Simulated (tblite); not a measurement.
C5H4F2O2.
Numbering: `[F:1][CH:2]([F:3])[O:4][c:5]1[cH:6][cH:7][o:8][cH:9]1` (hydrogens: H10 on C2; H11 on C6; H12 on C7; H13 on C9)

Computed with GFN2-xTB (tblite), gas phase: Langevin dynamics at 300 K from the optimised GFN2-xTB geometry, time step 0.5 fs, friction 0.01 fs⁻¹, 2000 steps. The instantaneous temperature is 2·E(kin)/(3Nk) with all 3N coordinates.

```tsv
t (fs)	T (K)	E(pot) above start (eV)	F1–C2 (Å)	C2–F3 (Å)	C2–O4 (Å)	O4–C5 (Å)	C5–C6 (Å)	C2–H10 (Å)	F1–C2–O4–C5 (°)
0	250	0.000	1.359	1.338	1.349	1.378	1.419	1.108	78
50	160	0.367	1.350	1.318	1.430	1.387	1.416	1.135	82
100	279	0.202	1.373	1.342	1.334	1.359	1.394	1.161	69
150	190	0.301	1.387	1.346	1.338	1.374	1.442	1.087	74
200	285	0.276	1.366	1.335	1.378	1.346	1.418	1.084	74
250	336	0.390	1.361	1.369	1.376	1.384	1.419	1.118	64
300	369	0.417	1.412	1.337	1.286	1.438	1.425	1.177	79
350	342	0.271	1.329	1.333	1.381	1.351	1.396	1.088	88
400	362	0.396	1.391	1.359	1.381	1.356	1.413	1.084	92
450	290	0.385	1.336	1.383	1.344	1.402	1.375	1.090	94
500	263	0.445	1.425	1.287	1.374	1.362	1.392	1.117	97
550	310	0.468	1.325	1.397	1.326	1.410	1.397	1.137	90
600	351	0.635	1.428	1.293	1.290	1.369	1.426	1.123	77
650	224	0.631	1.309	1.389	1.408	1.355	1.410	1.087	85
700	328	0.423	1.361	1.304	1.349	1.393	1.416	1.079	78
750	372	0.498	1.420	1.340	1.342	1.400	1.389	1.070	83
800	297	0.690	1.365	1.350	1.415	1.367	1.420	1.083	87
850	307	0.584	1.338	1.355	1.371	1.381	1.419	1.095	105
900	316	0.434	1.373	1.346	1.322	1.373	1.422	1.116	119
950	213	0.614	1.320	1.387	1.397	1.363	1.428	1.116	125
1000	300	0.519	1.383	1.332	1.320	1.401	1.454	1.101	123
```

**Question.** From 500 fs on, how do temperature and potential energy compare with equipartition?

**Answer.** The mean temperature of these 11 frames is 298 K against the target 300 K, and the mean potential energy 0.54 eV against 33 × kT/2 = 0.43 eV for 33 classical harmonic modes. For 13 atoms in a canonical ensemble the temperature itself scatters by T·√(2/(3N)) = 68 K; here its standard deviation is 46 K. The whole run lasts only 10 friction times of 100 fs, so these averages carry a wide statistical error.

**Question.** What are the kinetic and total energies of the listed frame with the highest potential energy?

**Answer.** The one at 800 fs, 0.690 eV above the start. Its kinetic energy is 3NkT/2 = 0.499 eV at 297 K, so the sum is 1.19 eV; over the listed frames the sum runs from 0.42 to 1.23 eV, since the thermostat adds and removes energy.

**Question.** How much do the listed bonds fluctuate from 500 fs on?

**Answer.** 
| bond | at the start (Å) | mean (Å) | standard deviation (Å) |
| --- | --- | --- | --- |
| F1–C2 | 1.359 | 1.368 | 0.041 |
| C2–F3 | 1.338 | 1.344 | 0.036 |
| C2–O4 | 1.349 | 1.356 | 0.039 |
| O4–C5 | 1.378 | 1.380 | 0.018 |
| C5–C6 | 1.419 | 1.416 | 0.018 |
| C2–H10 | 1.108 | 1.102 | 0.020 |

The motion is classical and holds no zero-point motion.

What follows is the cost of the whole dynamics run. Hardware: one thread of an Intel Xeon at 2.50 GHz, no GPU, shared host. Cost: 29 s wall, 0.18 GiB resident at most.
